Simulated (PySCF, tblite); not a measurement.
Isomers of C2H7SSi (doublet state), one GFN2-xTB conformer each. Single-point energies are computed at B3LYP/pcH-1 (PySCF, gas phase, no added dispersion term), electronic only. GFN2-xTB treats the open shell by occupation alone, and not every SCF solution was tested for stability.

```csv
SMILES,GFN2-xTB relative energy (kJ/mol)
[CH2]CS[SiH3],31.4
C[Si](C)S,0.0
```

Conformers: `[CH2:1][CH2:2][S:3][SiH3:4]` (doublet state) with H–C1–C2–S3 -80° and 86°, C1–C2–S3–Si4 -68°; `[CH3:1][Si:2]([CH3:3])[SH:4]` (doublet state) with C1–Si2–S4–H 175°.

**Question.** What does B3LYP/pcH-1 give for the same structures?

**Answer.** 
| SMILES | B3LYP/pcH-1 E (Eh) | B3LYP/pcH-1 (kJ/mol) | GFN2-xTB (kJ/mol) | point group |
| --- | --- | --- | --- | --- |
| C[Si](C)S | -768.14611 | 0.0 | 0.0 | – |
| [CH2]CS[SiH3] | -768.08743 | 154.1 | 31.4 | C1 |

Both levels put the same isomer lowest. As drawn, the lower has an S–H bond and an Si–C bond, which the higher lacks.

**Question.** What happens when harmonic zero-point energies from GFN2-xTB frequencies are added?

**Answer.** 
```tsv
SMILES	ZPE (kJ/mol)	electronic (kJ/mol)	with ZPE (kJ/mol)
C[Si](C)S	215.1	0.0	0.0
[CH2]CS[SiH3]	199.2	154.1	138.2
```

The zero-point energies span 15.9 kJ/mol. The order is unchanged.
